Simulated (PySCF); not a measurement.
Te(OMe)(SeH) (CH4OSeTe), SMILES CO[Te][SeH].

Geometry optimised at PBE0-D3(BJ)/def2-SVP. This is a generated structure with no PubChem entry under its InChIKey; it may be hypothetical. The def2 effective core potentials stand for the cores of Te; spin–orbit coupling is left out. One conformer was computed; it need not be the lowest.

Calculation: PBE/def2-TZVP run with PySCF.

| Quantity | Result |
|---|---|
| total energy | -2784.87056 hartree |
| highest occupied level | -5.32 eV |
| lowest empty level | -2.51 eV |
| orbital gap | 2.82 eV |
| dipole moment | 0.332 e·Å |
| quadrupole, principal values (traceless, Buckingham form, about the centre of nuclear charge) | -4.17, 0.19, 3.98 D·Å |
| mean static polarisability | 84.1 bohr³ (12.47 Å³) |
| polarisability, principal values | 61.5, 82.3, 108.7 bohr³ |
